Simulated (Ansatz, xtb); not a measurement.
**Relative energy of two isomers of C4H9F2In**

Structure I is `C[C](C)(C)[In]([F])[F]`, a singlet and structure II is `CC(C)[CH2][In]([F])[F]`, a singlet. Both are isolated molecules in the gas phase, relaxed with PBE0-D4/def2-SVP; the shapes shown needn't be the lowest conformers.

I (Å):

```xyz
16

C     0.4814    0.5976    1.3609
C     0.0276   -0.0937    0.0791
C     1.0845   -1.0670   -0.4274
C    -1.3123   -0.7934    0.2866
F    -1.4741    3.0060   -1.2253
F     0.5495    1.5793   -3.2020
In   -0.2800    1.4604   -1.4274
H     0.6184   -0.1600    2.1557
H    -0.2570    1.3270    1.7285
H     1.4453    1.1165    1.2398
H     0.7858   -1.5613   -1.3645
H     1.2429   -1.8599    0.3279
H     2.0564   -0.5795   -0.5993
H    -1.6700   -1.2960   -0.6259
H    -1.2001   -1.5734    1.0636
H    -2.0983   -0.1026    0.6296
```

II (Å):

```yaml
atoms:
  - { symbol: C, position_ang: [-1.3792, -0.2847, 0.6425] }
  - { symbol: C, position_ang: [-0.0156, -0.5619, 0.0181] }
  - { symbol: C, position_ang: [-0.0909, -0.4864, -1.5032] }
  - { symbol: C, position_ang: [1.0572, 0.3699, 0.5748] }
  - { symbol: F, position_ang: [-1.0536, 2.8286, -0.9205] }
  - { symbol: F, position_ang: [1.4859, 4.1046, 0.4835] }
  - { symbol: In, position_ang: [0.5825, 2.4136, 0.0983] }
  - { symbol: H, position_ang: [-2.1254, -1.0239, 0.3137] }
  - { symbol: H, position_ang: [-1.3393, -0.3158, 1.7428] }
  - { symbol: H, position_ang: [-1.7498, 0.7086, 0.3299] }
  - { symbol: H, position_ang: [0.2894, -1.5890, 0.2978] }
  - { symbol: H, position_ang: [-0.4586, 0.5065, -1.8205] }
  - { symbol: H, position_ang: [0.8903, -0.6648, -1.9707] }
  - { symbol: H, position_ang: [-0.7935, -1.2324, -1.9047] }
  - { symbol: H, position_ang: [2.0546, 0.1723, 0.1517] }
  - { symbol: H, position_ang: [1.1427, 0.3144, 1.6714] }
```

Question: Estimate E(II) − E(I) at the level CCSD(T)/def2-SVP + ΔMP2/def2-TZVPP.

Answer: Calculated at CCSD(T)/def2-SVP + ΔMP2/def2-TZVPP: E(II) − E(I) = −17.0 kJ/mol, so structure II lies lower.

Level by level:

```tsv
level	geometry	E(II) − E(I) (kJ/mol)	departure from the last row (kJ/mol)	job, with rough time for the two
PBE0-D4/def2-SVP	PBE0-D4/def2-SVP	−20.9	−3.9	optimisation, 2.7 min
HF/def2-SVP	PBE0-D4/def2-SVP	−21.3	−4.3	part of the CCSD(T) run
MP2/def2-SVP	PBE0-D4/def2-SVP	−19.2	−2.2	part of the CCSD(T) run
CCSD(T)/def2-SVP	PBE0-D4/def2-SVP	−19.3	−2.3	single point
CCSD(T)/def2-SVP + ΔMP2/def2-TZVPP	PBE0-D4/def2-SVP	−17.0		single point, 5.9 min
```

As drawn, both hold the same kinds of bond in the same numbers. Structure I has 3 methyl groups, II 2.

None of the levels shown reverses the order. The largest departure from CCSD(T)/def2-SVP + ΔMP2/def2-TZVPP is that of HF/def2-SVP, 4.3 kJ/mol. Levels run at GFN2-xTB geometries aren't shown. The last row adds to CCSD(T) the change of the MP2 difference between the two basis sets, here +2.3 kJ/mol.

With thermal terms from frequencies at re-optimised GFN2-xTB minima (ideal gas, soft modes damped towards free rotors, one conformer each, 298.15 K, 1 atm): on the last row, ΔE + ΔZPE = −15.1, ΔH = −16.6, ΔG = −13.7 kJ/mol.

The correlated steps freeze 10 core orbitals; the filled d shell of In is correlated, in a basis made for valence electrons. Atoms past krypton carry core potentials in the def2 sets and no spin–orbit term is included. Programs: Ansatz 0.2.0, xtb 6.7.1; the last row on 2 threads of Arm Neoverse V2 on a shared host.
